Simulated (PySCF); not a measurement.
**Two-component Hartree-Fock for Ge⁺ (germanium, charge +1)**

Start: [Ar] 3d10 4s2 4p1; 4p1/2 filled at m_j = +1/2. Calculated with PySCF 2.14 in x2c-TZVPall-2c with one added diffuse shell each of s, p, d type (7s8p5d1f, 63 functions): generalised Hartree-Fock with the X2C-1e Hamiltonian and a Gaussian nucleus; one run each with spin-orbit coupling (SO) switched off, then screened by Boettger's factors.

| spinor shell | electrons | ε, spin-free (eV) | ε, screened SO (eV) | weight of nominal j (screened SO) | rms radius, screened SO (bohr) |
| --- | --- | --- | --- | --- | --- |
| 1s1/2 | 2 | -11188.7 | -11188.4 | 1.000 | 0.0542 |
| 2s1/2 | 2 | -1463.2 | -1463.1 | 1.000 | 0.227 |
| 2p1/2 | 2 | -1275.0 | -1296.8 | 1.000 | 0.201 |
| 2p3/2 | 4 | -1275.0 | -1264.4 | 1.000 | 0.204 |
| 3s1/2 | 2 | -210.66 | -210.57 | 1.000 | 0.667 |
| 3p1/2 | 2 | -150.85 | -153.99 | 1.000 | 0.693 |
| 3p3/2 | 4 | -150.85 | -149.23 | 1.000 | 0.705 |
| 3d3/2 | 4 | -52.654 | -52.988 | 0.998 | 0.812 |
| 4s1/2 | 2 | -23.456 | -23.416 | 0.996 | 2.25 |
| 4p1/2 | 1 | -15.592 | -15.735 | 0.971 | 2.77 |

(1) Where does 3d5/2 lie, and what is the 3d spin-orbit splitting (screened SO)?

```
   quantity    spin-free  screened SO
E (hartree)  -2096.73799  -2096.82033
        M_J          1/2          1/2
       ⟨J²⟩        1.063        0.850
       ⟨L²⟩        2.043        2.044
       ⟨S²⟩        0.764        0.766
```

Each row is a mean over spinors that exchange with the open shell spreads, by up to 0.465 eV (3p1/2).

⟨J²⟩ departs a little from M_J(M_J + 1) because the unrestricted spinors polarise the closed shells.

Without spin-orbit coupling the j labels of p, d and f shells carry no meaning; the spin-free column gives the mean over the occupied spinors of each nl shell, and its ⟨J²⟩ belongs to a mixture of degenerate components.

Results:

(1) At -52.305 eV, 0.683 eV above 3d3/2.
